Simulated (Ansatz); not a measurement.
Frontier orbitals of ClH$_{2}$MoNS$_{2}$ (`[NH2][Mo](=[S])(=[S])[Cl]`).

Z-matrix (Å, degrees):
```
Mo
S 1 2.095
S 1 2.095 2 110.7
N 1 1.898 2 108.2 3 -118.3
Cl 1 2.254 2 109.8 3 121.4
H 4 1.010 1 123.5 2 -24.4
H 4 1.010 1 123.5 2 144.4
```

Total charge 0; spin multiplicity 1. Correlated methods include outer-core shells of Mo, which these sets cover unevenly. Mo takes the def2 core potential. Geometry: relaxed with PBE0-D4/def2-TZVP. It is one conformer, not always the lowest. Basis def2-TZVPP, Ansatz 0.2.0.

```json
{"functional": "PBE", "HOMO (eV)": "-6.30", "LUMO (eV)": "-3.93", "gap (eV)": "2.37"}
{"functional": "BLYP", "HOMO (eV)": "-6.11", "LUMO (eV)": "-3.77", "gap (eV)": "2.34"}
{"functional": "r2SCAN", "HOMO (eV)": "-6.57", "LUMO (eV)": "-3.96", "gap (eV)": "2.61"}
{"functional": "PBE0", "HOMO (eV)": "-7.40", "LUMO (eV)": "-3.31", "gap (eV)": "4.09"}
{"functional": "B3LYP", "HOMO (eV)": "-7.16", "LUMO (eV)": "-3.45", "gap (eV)": "3.71"}
{"functional": "BHLYP", "HOMO (eV)": "-8.34", "LUMO (eV)": "-2.51", "gap (eV)": "5.83"}
{"functional": "ωB97X-V", "HOMO (eV)": "-9.54", "LUMO (eV)": "-1.38", "gap (eV)": "8.16"}
{"functional": "ωB97M-V", "HOMO (eV)": "-9.37", "LUMO (eV)": "-1.35", "gap (eV)": "8.02"}
```

Against PBE, PBE0 changes HOMO and LUMO by −1.11 and +0.61 eV, ωB97M-V by −3.07 and +2.57 eV. A gap of 2.37 eV thus becomes 8.01 eV for the same molecule, so an orbital gap means little without its functional.

B3LYP here is the variant with VWN-RPA as its local correlation; programs differ in this.
